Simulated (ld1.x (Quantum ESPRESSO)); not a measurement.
**Mn, PAW: configuration errors across variants**

manganese, PAW, made with ld1.x (Quantum ESPRESSO) 7.5 (PBE, fully relativistic). Core [Ne], reference 3s2 3p6 3d5.5 4s1.5 4p0. Waves: 3s (bound): rcut 1.40, rcutus 1.70 bohr; 4s (bound): rcut 1.40, rcutus 1.70 bohr; 3p (bound): rcut 1.30, rcutus 1.60 bohr; 4p (bound, empty): rcut 1.30, rcutus 1.60 bohr; 3d (bound): rcut 1.05, rcutus 1.40 bohr; 3d channel at 2.65 Ry: rcut 1.05, rcutus 1.40 bohr. Local part: all-electron potential smoothed inside 1.15 bohr (lloc = -1). Core correction: Bessel-smoothed model core inside 1.20 bohr. Augmentation charge: PSQ, inside the norm-conserving radii.

Open shells are filled in proportion to 2j + 1 (rel_dist='average').

All-electron excitation energies from the reference (eV): (1) 3s2 3p6 3d5 4s2 4p0 0.482; (2) 3s2 3p6 3d5 4s1 4p0 8.898; (3) 3s2 3p6 3d5 4s0 4p0 24.497.

Errors AE − PS in meV (a dash: test not solved or not reliable):

| change | (1) | (2) | (3) | bound ghosts |
| --- | --- | --- | --- | --- |
| base | -22 | -10 | -2.7 | not determined |
| local potential all-electron potential smoothed inside 0.70 bohr (lloc = -1) | +34 | +25 | +4.3 | not determined |
| local potential all-electron potential smoothed inside 0.84 bohr (lloc = -1) | +20 | +12 | +2.2 | not determined |
| local potential all-electron potential smoothed inside 1.04 bohr (lloc = -1) | – | – | – | not determined |
| local potential all-electron potential smoothed inside 1.22 bohr (lloc = -1) | -11 | -5.2 | -1.8 | not determined |
| local potential all-electron potential smoothed inside 1.44 bohr (lloc = -1) | +0.1 | 0.0 | 0.0 | not determined |
| local potential all-electron potential smoothed inside 1.64 bohr (lloc = -1) | – | – | – | not determined |
| local potential all-electron potential smoothed inside 1.72 bohr (lloc = -1) | +8.6 | +14 | +0.2 | not determined |

Task: Give the same row for: local potential all-electron potential smoothed inside 1.98 bohr (lloc = -1).

Result: –, –, –; bound ghosts: not determined.
